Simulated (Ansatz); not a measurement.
Species: C3H12AlN, net charge 0, singlet state. 
Coordinates optimised at B3LYP-D3(BJ)/def2-TZVP (Ansatz, a first-principles code):
```
N
C 1 1.4777
H 2 1.0881 1 109.20
H 2 1.0881 3 108.86 1 119.14
H 2 1.0944 3 109.51 4 119.69
C 1 1.4777 2 109.98 3 -59.90
H 6 1.0881 1 109.20 2 59.90
H 6 1.0881 7 108.86 1 -119.14
H 6 1.0944 7 109.51 8 -119.69
C 1 1.4777 2 109.98 3 178.82
H 10 1.0881 1 109.20 2 -178.82
H 10 1.0881 11 108.86 1 -119.14
H 10 1.0944 11 109.51 12 -119.69
Al 1 2.0668 2 108.95 3 59.46
H 14 1.5984 1 99.93 2 180.00
H 14 1.5984 15 117.09 11 80.23
H 14 1.5984 15 117.09 16 146.74
```

Computed values are from Ansatz. Correlated levels leave the core frozen unless marked. Open shells are spin-unrestricted. No spin-orbit coupling. No relativistic terms. CBS marks a two-point X^-3 extrapolation of the correlation energy; Hartree-Fock from the larger set.

The atomisation energy De is 1409.5 kcal/mol at CCSD(T)/CBS(cc-pV(T+d)Z,cc-pV(Q+d)Z). The total energy is -418.0785 Eh at CCSD(T)/CBS(cc-pV(T+d)Z,cc-pV(Q+d)Z), the dipole moment comes out as 5.24 D at CCSD(T)/aug-cc-pV(D+d)Z and the T1 diagnostic comes out as 0.009 at CCSD/cc-pV(Q+d)Z.
